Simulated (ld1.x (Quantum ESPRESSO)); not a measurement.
**cerium PAW: all-electron and pseudo phase curves**

| Item | Value |
| --- | --- |
| Element | cerium |
| Generator | ld1.x (Quantum ESPRESSO) 7.5 |
| Type | PAW |
| Functional | PBE |
| Relativity | fully relativistic |
| Frozen core | [Kr] 4d10 4f1 |
| Valence charge | 11 |
| Reference configuration | 5s2 5p6 5d1 6s1.75 6p0.25 |
| Partial waves | 5s (bound): rcut 1.95, rcutus 2.25 bohr; 6s (bound): rcut 1.95, rcutus 2.25 bohr; 5p (bound): rcut 2.30, rcutus 3.10 bohr; 6p (bound): rcut 2.30, rcutus 3.10 bohr; 5d (bound): rcut 2.35, rcutus 2.90 bohr; 5d channel at 0.65 Ry: rcut 2.35, rcutus 2.90 bohr |
| Local potential | all-electron potential smoothed inside 2.95 bohr (lloc = -1) |
| Core correction | Bessel-smoothed model core inside 1.30 bohr |
| Augmentation charge | BESSEL, radius 1.85 bohr |

Open shells are filled in proportion to 2j + 1 (rel_dist='average').

The phase is arctan(r·u′/u) with u = r·R(r), unwrapped; energies in Ry, scanned from -5 to 5 Ry. A pole is an energy at which the radial function vanishes at the test radius. The pseudo phase is shifted by a multiple of π to meet the all-electron one at the reference energy, and phase errors are pseudo minus all-electron; the curves can meet again beyond the range given. Levels narrower than the energy grid can be missing from the lists of poles.

```tsv
channel	radius (bohr)	reference energy (Ry)	poles, all-electron	poles, pseudo	unbroken range about the reference energy with phases within 0.05 rad	phase error 1 Ry above the reference energy (rad)
s	3.35	-0.29	-2.97, 1.75	-2.97, 1.74	below 4.2	-0.000
p1/2	3.35	-0.12	-1.78, 2.60	-1.25, 0.66	-0.5 to 0.1	-0.714
p3/2	3.35	-0.11	-1.55, 2.83	-1.55, 0.85	-0.1 to 0.0	-0.845
d3/2	3.35	-0.25	0.26, 4.55	0.26, 4.51	the whole range	+0.000
d5/2	3.35	-0.24	0.30, 4.61	0.30, 4.74	the whole range	+0.000
```

The ghost test of this file was not conclusive.

Phases in the p1/2 channel:

| E (Ry) | all-electron | pseudo |
| --- | --- | --- |
| -5.00 | 1.427 | 1.439 |
| -4.48 | 1.417 | 1.433 |
| -3.96 | 1.404 | 1.426 |
| -3.44 | 1.387 | 1.417 |
| -2.92 | 1.361 | 1.406 |
| -2.40 | 1.303 | 1.384 |
| -1.88 | -1.241 | -1.235 |
| -1.36 | -1.767 | -1.198 |
| -0.84 | -1.859 | -1.987 |
| -0.32 | -2.003 | -2.019 |
| 0.20 | -2.431 | -2.739 |
| 0.72 | -3.833 | -4.755 |
| 1.24 | -4.426 | -4.940 |
| 1.76 | -4.595 | -5.058 |
| 2.28 | -4.677 | -5.214 |
| 2.80 | -4.733 | -5.503 |
| 3.32 | -4.781 | -6.120 |
| 3.84 | -4.835 | -6.889 |
| 4.36 | -4.914 | -7.298 |
| 4.88 | -5.085 | -7.488 |
